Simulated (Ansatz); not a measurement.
Species: bromogermane, sum formula GeH3Br, net charge 0, singlet state. SMILES: [GeH3][Br]
Geometry: optimised at B3LYP-D3(BJ)/def2-TZVP (Ansatz, a program for electronic structure).

Property: atomisation energy (electronic, to ground-state atoms), in kcal/mol. Cores are frozen in the correlated levels unless marked. UHF or UKS for open shells. Spin-orbit coupling is left out. The frozen core is the preceding noble-gas configuration, with the filled d and f shells of earlier blocks. No relativistic terms. The coupled-cluster limit lacks core correlation, which all-electron functionals hold. CBS(X,Y): correlation extrapolated as X^-3; Hartree-Fock from the larger set (for Q and 5 zeta extrapolated as (X+1)exp(-9√X)).

```json
[
 {"level": "HF/6-31G", "program": "Ansatz", "atomisation energy (kcal/mol)": "195.0"},
 {"level": "HF/cc-pVTZ", "program": "Ansatz", "atomisation energy (kcal/mol)": "218.8"},
 {"level": "HF/def2-QZVPP", "program": "Ansatz", "atomisation energy (kcal/mol)": "219.6"},
 {"level": "B3LYP-D3(BJ)/def2-TZVPD", "program": "Ansatz + dftd3", "atomisation energy (kcal/mol)": "292.3"}
]
```

### Question
Estimate the value at CCSD(T)/CBS(cc-pVQZ,cc-pV5Z) as computed with Ansatz.

### Answer
295.1 kcal/mol, so B3LYP-D3(BJ)/def2-TZVPD differs from it by -2.8 kcal/mol.
